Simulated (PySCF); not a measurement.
2 GeH₂ → Ge₂H₄

Level: PBE0 in the def2-TZVP basis family, all electrons, no relativity, computed in PySCF with density fitting; open shells unrestricted.

```
species                                                                      state and structure       E (Eh)  ZPE (kJ/mol)  H(298 K) − H(0) (kJ/mol)  S° (J/(mol K))
   GeH₂                                            singlet, C2v, Ge–H 1.594 Å (×2); H–Ge–H 90.6°  -2077.87561          28.7                      10.0           220.6
  Ge₂H₄  singlet, C2h, Ge–Ge 2.267 Å, Ge–H 1.539 Å (×4); Ge–Ge–H 116.8° (×4), H–Ge–H 109.6° (×2)  -4155.83533          76.3                      15.1           293.1
```

Question: What is the electronic reaction energy?

Answer: At PBE0/def2-TZVP, ΔE = -220.8 kJ/mol from the differences of the total energies times 2625.5, downhill.

Question: Add zero-point, thermal and entropy terms for 298.15 K and 1 bar.

Answer: ΔZPE = 18.9 and Δ[H(298) − H(0)] = -4.9 kJ/mol give ΔH° = -206.8 kJ/mol. ΔS° = -148.1 J/(mol K), so ΔG° = -206.8 − 298.15 × (-0.1481) = -163 kJ/mol. ΔG° would change sign near 1400 K if ΔH° and ΔS° stayed fixed.

Each species is the lowest minimum found with this bonding; other isomers or fragments can lie lower.
